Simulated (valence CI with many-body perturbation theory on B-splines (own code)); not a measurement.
The numbers below are computed, except where a source is named.
# Sensitivity of CI+MBPT for Pd⁷⁺

Method: configuration interaction combined with many-body perturbation theory (CI+MBPT): three valence electrons over a frozen Dirac-Fock core [Kr], a basis of 6 s, 6 p, 5 d, 5 f, 1 g functions for each j, with the one-electron correlation potential Σ1 (screened to all orders), the two-electron term Σ2, the three-electron term Σ3, Breit, model QED; selected single and double excitations, second order for the rest, scaled by the run's own slope (own B-spline code, finite nucleus).

No measured levels were compared; by estimate terms of the open shell hold to 2 to 4 % of their energy, and close levels can change places; different configurations can be misplaced against each other by 1,000 to 8,000 cm⁻¹. Only levels of the ground parity were solved; by the run's estimate the other parity begins above the list, which can be wrong where configurations are misplaced.

The reference run has the lowest level 4d³ ⁴F_3/2 and an ionisation energy of 121.175 eV. Its largest variational space holds 4110 state functions.

Names give the largest LS component (configuration and term), which can be under half, so a name can repeat, a term be missing and a line seem to break the LS rules; names also repeat where a configuration has a term twice. Letters in brackets count levels of one name in rising energy.

Changed runs:
A. scale of Σ1 1 → 0.9; highest l with Σ1, explicit Σ2 and valence Breit (higher l get mean screening factors) 3 → 0
B. size limit of the variational space 10000 → 6000; scale of Σ1 1 → 0; scale of Σ2 1 → 0; three-electron term on → off
C. selection threshold (hartree) 2e-08 → 1e-05
D. scale of Σ1 1 → 0 (bad on purpose)

Excitation energies of the reference run in cm⁻¹, and shifts in cm⁻¹:

```csv
Level,Reference,A,B,C,D
4d³ ⁴F_5/2,2459,-161,-201,0,-125
4d³ ⁴F_7/2,5267,-300,-382,0,-245
4d³ ⁴F_9/2,8128,-379,-498,0,-342
4d³ ⁴P_3/2,16881,+71,+96,+0.1,-119
4d³ ⁴P_1/2,17320,+124,+170,+0.1,-180
4d³ ²G_7/2,20154,+882,+1083,0,-290
4d³ ⁴P_5/2,21014,-107,-22,+0.1,-349
4d³ ²G_9/2,21132,+1378,+1448,-0.1,-283
4d³ ²D_3/2 [a],25347,-755,-580,+0.1,-322
4d³ ²P_1/2,26777,-768,-1108,+0.2,-386
4d³ ²H_11/2,28033,+2244,+2097,0,-441
4d³ ²H_9/2,28564,+1536,+1495,-0.1,-548
Ionisation energy (eV),121.175,-0.843,-2.774,-0.00017,-1.801
```
